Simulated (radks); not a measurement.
The numbers below are computed, except where a source is named.
Q: Mean orbital radii <r> (bohr) of the neon ion Ne+, [He] 2s2 2p5, of relativity; Dirac values are averaged over j with weights 2j + 1. Spin-unpolarised spherical Kohn-Sham, PBEsol, point nucleus unless stated (finite: rms radius 3.0055 fm), a radial shooting solver on a logarithmic mesh with Libxc functionals. A level marked "c x" has the speed of light scaled by that factor and shares open shells by 2j + 1; other Dirac levels either fill j = l - 1/2 first or share by 2j + 1.

shell  non-rel.
1s       0.1585
2s       0.8671
2p       0.8836

Give the values at the level "Dirac, low j first".

A: 
shell  Dirac, low j first  change of magnitude (%)
1s                 0.1582                    -0.17
2s                 0.8656                    -0.17
2p                 0.8835                    -0.02
